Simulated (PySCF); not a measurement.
**PbBr, CCSD(T): how much the basis matters**

PySCF, UHF reference; doublet, unpaired electrons π ↑; De to Pb + Br without counterpoise correction. Frozen cores follow the default of each basis and core potential.

```csv
basis,relativity,functions,Re (Å),ωe (cm⁻¹),De (eV),frozen orbitals
cc-pVDZ-PP,scalar-relativistic core potentials,46,2.649,209,2.89,8
def2-SVP,scalar-relativistic core potentials,58,2.652,213,2.94,13
def2-TZVPP,scalar-relativistic core potentials,98,2.614,213,3.27,13
```

**Question.** How does each smaller set differ from the one with most functions, def2-TZVPP?

**Answer.** cc-pVDZ-PP: +3.5 pm, -1.9 % in ωe, -0.38 eV in De; def2-SVP: +3.8 pm, +0.0 % in ωe, -0.33 eV in De. All at CCSD(T); the set with most functions is neither the basis-set limit nor always the best.

Correlated steps freeze the inner cores (8 to 13 orbitals); shallow outer-core shells are correlated. Correlated levels converge slowly with the basis: in double zeta they bind strong bonds too weakly, by up to about 1 eV, and carry superposition errors of some tenths. Spin–orbit coupling is left out, which matters for elements this heavy, above all for dissociation energies. The state was picked by a PBE0 search and need not be the measured ground state.
